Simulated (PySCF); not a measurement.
# Ionisation energy of C²⁺ by level of theory

C²⁺ [He] 2s2 (1S) → C³⁺ [He] 2s1 (2S), as a difference of total energies. All numbers are calculated (PySCF 2.14, no relativity, point nucleus, in cc-pVTZ (4s3p2d1f, 30 functions)). Correlated levels: valence: 1s2 frozen. The calculations carry no spin-orbit coupling.

Question: Order these methods by the ionisation energy they give, lowest first.
A. CCSD (valence)
B. MP2 (valence)
C. M06-2X
D. UHF

Answer: D (45.786 eV), B (46.956 eV), C (47.326 eV), A (47.770 eV).

Errors of the correlated levels include the incompleteness of this basis and the frozen core.

With two correlated electrons CCSD is exact in that space.

The coupled-cluster amplitudes are large for C²⁺ (T1 above 0.03 or a double amplitude above 0.15), so a single reference is strained.

For comparison: 47.888 eV (measured; NIST Atomic Spectra Database, ionization energies).
